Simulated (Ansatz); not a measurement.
The same path of CH$_{6}$BNSi (10 atoms, charge 0, multiplicity 1) was run twice with different band settings. The coordinate that changes most is the dihedral H6–N1–B2–C3.

The calculation used Ansatz, RKS PBE-D4/def2-SVP.

Relaxed end points:

```xyz
10
Properties=species:S:1:pos:R:3
N -1.544 0.454 -1.048
B -0.385 0.169 -0.344
C 0.370 -1.051 0.282
Si 1.173 0.649 0.750
H -1.834 1.403 -1.285
H -2.188 -0.271 -1.380
H -0.125 -1.695 1.034
H 1.008 -1.650 -0.398
H 1.048 1.094 2.180
H 2.561 0.847 0.211
```

```xyz
10
Properties=species:S:1:pos:R:3
N -1.548 0.455 -1.039
B -0.373 0.165 -0.364
C 0.366 -1.052 0.282
Si 1.177 0.649 0.739
H -2.208 -0.267 -1.343
H -1.831 1.404 -1.287
H -0.138 -1.711 1.015
H 1.032 -1.635 -0.386
H 1.026 1.132 2.154
H 2.581 0.810 0.231
```

Common settings: movable images 5; climbing image yes; optimiser quadratic models (default); start path through a guess of the saddle point; force threshold 0.05 eV/Å; iteration limit 60; end points relaxed.

| run | spring |
| --- | --- |
| 1 | 5.0 eV/Å² |
| 2 | 0.1 eV/Å² |

(1) What does each run give, and how far can it be trusted?

Results:

(1) Run 1: converged after 28 iterations, highest image 1.103 eV above the first end. A vibrational analysis at the climbing image gives one clearly imaginary mode, 527i cm⁻¹: a first-order saddle point.
Run 2: converged after 31 iterations, highest image 1.104 eV above the first end. The dihedral H6–N1–B2–C3 jumps by 94° between images 1 and 2, so the path isn't resolved there. Another band between the same ends (5 images) ends at a top of the same energy, where a vibrational analysis finds 1 clearly imaginary mode.
